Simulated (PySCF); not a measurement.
The vertical singlet excitations below were computed for one of the candidates. Method: PySCF, TDDFT PBE0/def2-SVPD, vertical, gas phase, core orbitals frozen in the response. Geometries: GFN2-xTB, one conformer each.

```
state  λ (nm)       f
   S1   211.2  0.0033
   S2   197.8   0.015
   S3   186.5   0.047
   S4   179.5   0.026
   S5   173.6  0.0072
   S6   168.5   0.037
```

Task: Which candidate is it? All have the formula C5H13NSi.
A. `CC[Si@@H]1CCCN1`
B. `CCC[C@@H]1C[Si@H]1N`
C. `N(/[H])=C\C([SiH2]C)(C)C`
D. `C=CN([SiH3])C(C)C`
E. `C/C=C\[SiH2]N(C)C`

Result: A. Its S1, at 5.87 eV, is the highest among the candidates; the nearest of the others has S1 at 5.40 eV. S1 is HOMO→LUMO (92%). Löwdin shares by element: HOMO nitrogen 54%, carbon 11% or more, silicon 9%, hydrogen 6% or more (atoms not listed hold the other 21%); LUMO carbon 19% or more, silicon 17%, hydrogen 13% or more (atoms not listed hold the other 51%). At the same level the other candidates give, for their lowest levels:
- `[H]/N=C/C(C)(C)[SiH2]C`: 235 nm (f 0.001); 199 nm (f 0.001); 176 nm (f 0.012); 170 nm (f 0.001); 165 nm (f 0.004); T1 4.49 eV; HOMO -7.51, LUMO -0.27 eV
- `C/C=C\[SiH2]N(C)C`: 267 nm (f 0.005); 214 nm (f 0.029); 201 nm (f 0.010); 190 nm (f 0.116); 188 nm (f 0.152); T1 4.13 eV; HOMO -6.20, LUMO -0.41 eV
- `CCC[C@@H]1C[Si@H]1N`: 230 nm (f 0.023); 210 nm (f 0.028); 206 nm (f 0.065); 195 nm (f 0.017); 181 nm (f 0.011); T1 4.86 eV; HOMO -6.15, LUMO 0.42 eV
- `C=CN([SiH3])C(C)C`: 237 nm (f 0.000); 220 nm (f 0.008); 213 nm (f 0.003); 210 nm (f 0.215); 206 nm (f 0.005); T1 4.01 eV; HOMO -5.87, LUMO 0.47 eV
Triplets come from the Tamm–Dancoff approximation.

Without π bonds the low states may be Rydberg-like; a valence basis with one diffuse set may place them up to an eV too high.
